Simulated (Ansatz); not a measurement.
Calculated with Ansatz (gas phase, PBE0-D4/def2-TZVP geometries, no zero-point term in ΔE). CBS: MP2 limit from def2 TZ/QZ plus the TZ coupled-cluster correction, frozen cores. Functionals use def2-TZVPP. One conformer a species, not always the lowest.

`CCOC(=S)S` + `C[Si](O)(F)Cl` → `CCO[Si](C)(F)Cl` + `OC(=S)S`  (substitution at a C–O bond)

`CCOC(=S)S`:

Z-matrix (Å, degrees):
```
C
C 1 1.504
H 1 1.091 2 110.8
H 1 1.092 2 109.6 3 119.7
H 1 1.091 2 110.8 3 -120.6
O 2 1.433 1 107.5 3 60.2
H 2 1.095 1 111.5 3 -59.0
H 2 1.095 1 111.4 3 179.4
C 6 1.323 2 121.3 1 179.4
S 9 1.626 6 121.2 2 179.9
S 9 1.767 6 114.7 2 -0.1
H 11 1.340 9 92.8 6 -179.9
```

`C[Si](O)(F)Cl`:

```xyz
9

C    -0.587   -0.751    0.845
Si    0.052    0.315   -0.503
O     1.337    1.150    0.033
F    -1.080    1.320   -0.994
Cl    0.565   -0.770   -2.164
H     0.172   -1.472    1.152
H    -1.472   -1.296    0.514
H    -0.856   -0.140    1.709
H     1.868    1.644   -0.593
```

`CCO[Si](C)(F)Cl`:

```xyz
15

C    -0.249   -2.289   -0.735
C    -1.037   -1.211   -0.035
O    -0.482    0.067   -0.321
Si    0.174    1.101    0.731
C     0.954    2.496   -0.168
F    -0.941    1.643    1.732
Cl    1.520    0.117    1.930
H     0.779   -2.316   -0.367
H    -0.227   -2.109   -1.811
H    -0.705   -3.266   -0.557
H    -1.052   -1.389    1.047
H    -2.075   -1.199   -0.380
H     1.754    2.132   -0.815
H     0.211    3.006   -0.786
H     1.376    3.217    0.535
```

`OC(=S)S`:

Cartesian coordinates in Å:
```
O 0.466 -0.947 -0.127
C -0.327 0.064 0.225
S -1.623 -0.074 1.200
S 0.153 1.580 -0.466
H 0.111 -1.738 0.309
H 1.221 1.115 -1.141
```

| level | ΔE (kJ/mol) | difference from CCSD(T)/CBS |
| --- | --- | --- |
| PBE-D4 | -7.7 | -1.0 |
| PBE0-D4 | -9.5 | -2.8 |
| PBE | -6.9 | -0.2 |
| HF/def2-TZVPP | -17.6 | -10.9 |
| SCS-MP2/def2-TZVPP | -7.3 | -0.6 |
| CCSD/def2-TZVPP | -10.3 | -3.6 |
| CCSD(T)/def2-TZVPP | -7.8 | -1.1 |
| HF/def2-QZVPP | -17.6 | -10.9 |
| SCS-MP2/def2-QZVPP | -6.7 | 0.0 |
| CCSD/CBS(def2) | -9.3 | -2.6 |
| CCSD(T)/CBS | -6.7 | 0 |

Largest T1 diagnostic among the species: 0.017.

In def2-TZVPP, CCSD(T) changes the Hartree–Fock value by +9.8 kJ/mol (the triples alone add +2.6 kJ/mol) and MP2 by +13.1 kJ/mol.
